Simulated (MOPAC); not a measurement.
Job for MOPAC: AM1 on CH5Ga (SMILES [CH3][GaH2]), a point of a bond scan (R = 2.969 Å).

```
AM1 1SCF PRECISE CHARGE=0 THREADS=1
CH5Ga

C     -1.56095123 1    -0.12280766 1     0.00123703 1
Ga     1.39932561 1     0.10607596 1    -0.00265325 1
H     -1.98854607 1     0.49917965 1    -0.78831952 1
H     -1.90125078 1    -1.14877881 1    -0.13142206 1
H     -1.95364954 1     0.25454584 1     0.94939406 1
H      2.07113045 1     1.53101522 1     0.05059217 1
H      2.32197471 1    -1.16975081 1    -0.04820912 1
```

The log:

```
*******************************************************************************
 **                                                                           **
 **                              MOPAC v23.2.5                                **
 **                                                                           **
 *******************************************************************************
 ** MOPAC's Digital Object Identifier: https://doi.org/10.5281/zenodo.6511958 **
 **                                                                           **
 ** Please cite the open-source release paper for use of this MOPAC version:  **
 ** J. E. Moussa and J. J. P. Stewart (2026)                                  **
 ** MOPAC: An open-source semiempirical molecular orbital program             **
 ** J. Open Source Softw., 11(119), 8025, https://doi.org/10.21105/joss.08025 **
 *******************************************************************************

                              AM1 CALCULATION RESULTS

 *******************************************************************************
 *  AM1        - The AM1 Hamiltonian to be used
 *
 *
 *
 *                 CHARGE ON SYSTEM = 0
 *
 *
 *
 *  PRECISE    - TIGHTER CRITERIA TO BE USED
 *  1SCF       - DO 1 SCF AND THEN STOP
 *  THREADS=1  - MULTI-THREADING NOT USED
 *  T=         - A TIME OF 172800.0 SECONDS REQUESTED
 *  DUMP=N     - RESTART FILE WRITTEN EVERY 7200.0 SECONDS REQUESTED
 *******************************************************************************
AM1 1SCF PRECISE CHARGE=0 THREADS=1
 CH5Ga

   ATOM   CHEMICAL          X               Y               Z
  NUMBER   SYMBOL      (ANGSTROMS)     (ANGSTROMS)     (ANGSTROMS)

     1       C         -1.56095123  *  -0.12280766  *   0.00123703  *
     2      Ga          1.39932561  *   0.10607596  *  -0.00265325  *
     3       H         -1.98854607  *   0.49917965  *  -0.78831952  *
     4       H         -1.90125078  *  -1.14877881  *  -0.13142206  *
     5       H         -1.95364954  *   0.25454584  *   0.94939406  *
     6       H          2.07113045  *   1.53101522  *   0.05059217  *
     7       H          2.32197471  *  -1.16975081  *  -0.04820912  *



          CARTESIAN COORDINATES

    NO.       ATOM           X           Y           Z

     1         C         -1.5610     -0.1228      0.0012
     2        Ga          1.3993      0.1061     -0.0027
     3         H         -1.9885      0.4992     -0.7883
     4         H         -1.9013     -1.1488     -0.1314
     5         H         -1.9536      0.2545      0.9494
     6         H          2.0711      1.5310      0.0506
     7         H          2.3220     -1.1698     -0.0482

  H: (AM1): M.J.S. DEWAR ET AL, J. AM. CHEM. SOC. 107 3902-3909 (1985)
  C: (AM1): M.J.S. DEWAR ET AL, J. AM. CHEM. SOC. 107 3902-3909 (1985)
 Ga: (AM1): J. J. P. STEWART, J. MOL. MOD., 10, 155-164 (2004)

           Empirical Formula: C H5 Ga  =     7 atoms



      MOLECULAR POINT GROUP   :   Cs


      RHF CALCULATION, NO. OF DOUBLY OCCUPIED LEVELS = 6


 -------------------------------------------------------------------------------
 AM1 1SCF PRECISE CHARGE=0 THREADS=1
 CH5Ga



     1SCF WAS SPECIFIED, SO BFGS WAS NOT USED
     SCF FIELD WAS ACHIEVED


                              AM1 CALCULATION
                                                       MOPAC v23.2.5 Linux




          FINAL HEAT OF FORMATION =        105.39049 KCAL/MOL =     440.95383 KJ/MOL


          COSMO AREA              =        100.96 SQUARE ANGSTROMS
          COSMO VOLUME            =         81.04 CUBIC ANGSTROMS

          IONIZATION POTENTIAL    =          7.977808 EV
          HOMO LUMO ENERGIES (EV) =         -7.978 -1.446
          NO. OF FILLED LEVELS    =          6
          MOLECULAR WEIGHT        =         86.7855         POINT GROUP:  Cs

          MOLECULAR DIMENSIONS (Angstroms)

            Atom       Atom       Distance
            H     6    H     4     4.79523
            H     7    H     3     3.84769
            H     5    H     3     1.67942


          SCF CALCULATIONS        =          1





   ATOM   CHEMICAL          X               Y               Z
  NUMBER   SYMBOL      (ANGSTROMS)     (ANGSTROMS)     (ANGSTROMS)

     1       C         -1.56095123  *  -0.12280766  *   0.00123703  *
     2      Ga          1.39932561  *   0.10607596  *  -0.00265325  *
     3       H         -1.98854607  *   0.49917965  *  -0.78831952  *
     4       H         -1.90125078  *  -1.14877881  *  -0.13142206  *
     5       H         -1.95364954  *   0.25454584  *   0.94939406  *
     6       H          2.07113045  *   1.53101522  *   0.05059217  *
     7       H          2.32197471  *  -1.16975081  *  -0.04820912  *

                             CARTESIAN COORDINATES

   1    C       -1.560951230    -0.122807660     0.001237030
   2   Ga        1.399325610     0.106075960    -0.002653250
   3    H       -1.988546070     0.499179650    -0.788319520
   4    H       -1.901250780    -1.148778810    -0.131422060
   5    H       -1.953649540     0.254545840     0.949394060
   6    H        2.071130450     1.531015220     0.050592170
   7    H        2.321974710    -1.169750810    -0.048209120


           Empirical Formula: C H5 Ga  =     7 atoms



      MOLECULAR POINT GROUP   :   Cs


                  EIGENVALUES
 -27.58856 -13.68796 -13.32441 -13.04356 -12.31291  -7.97781  -1.44560  -1.20089
   0.78413   1.42572   4.68373   4.77777   5.10877


              NET ATOMIC CHARGES AND DIPOLE CONTRIBUTIONS

  ATOM NO.   TYPE          CHARGE      No. of ELECS.   s-Pop       p-Pop
    1          C          -0.244456        4.2445     1.30195     2.94251
    2         Ga           0.212378        2.7876     0.29210     2.49552
    3          H           0.071238        0.9288     0.92876
    4          H           0.075769        0.9242     0.92423
    5          H           0.069593        0.9304     0.93041
    6          H          -0.091259        1.0913     1.09126
    7          H          -0.093264        1.0933     1.09326
 DIPOLE           X         Y         Z       TOTAL
 POINT-CHG.    -0.713    -0.057    -0.005     0.715
 HYBRID        -0.276     0.004     0.004     0.276
 SUM           -0.989    -0.052    -0.001     0.990


          ATOMIC ORBITAL ELECTRON POPULATIONS

     Atom    s        px        py        pz
    1  C   1.30195   0.93405   1.00335   1.00510
    2 Ga   0.29210   1.30743   1.18208   0.00601
    3  H   0.92876
    4  H   0.92423
    5  H   0.93041
    6  H   1.09126
    7  H   1.09326

 **********************
 *                    *
 * JOB ENDED NORMALLY *
 *                    *
 **********************




 == MOPAC DONE ==
```

The run finished.

Cost: roughly 0.03 core-seconds.
